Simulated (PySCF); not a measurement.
Atoms are numbered as in `[CH3:1][CH2:2][B:3]([CH3:4])[PH2:5]`; H(Xn) means a hydrogen on atom n.

Geometry: PBE0-D3(BJ)/def2-SVP; GIAO absolute shieldings from PySCF, gas phase, non-relativistic, averaged over equivalent atoms.

At PBE0/cc-pVDZ (124 basis functions, 12 s wall time on 1 thread of an Arm Neoverse V1, shared host):
```
atoms  σ (ppm)
   C2    168.9
   C4    180.9
   C1    183.7
   B3     21.2
   P5    556.6
H(P5)    28.44
H(C2)    29.87
H(C1)    30.22
H(C4)    30.24
```

**Question.** Predict the values at WP04/pcSseg-1 on the same geometry.

**Answer.** 
```
atoms  σ at WP04/pcSseg-1  change
   C2               146.7   -22.2
   C4               157.8   -23.1
   C1               158.7   -25.0
   B3                 0.1   -21.1
   P5               458.6   -98.0
H(P5)               29.10   +0.66
H(C2)               30.37   +0.50
H(C1)               30.52   +0.30
H(C4)               30.61   +0.37
```

The largest change is at P5 (phosphorus bonded to B, 2 H). Cost: 142 basis functions, 12 s wall time on 1 thread of an Arm Neoverse V1, shared host. The order of the carbon signals is the same at both levels.

A carbon bonded to boron is broadened by the quadrupolar boron nucleus and is often missing from a measured spectrum.
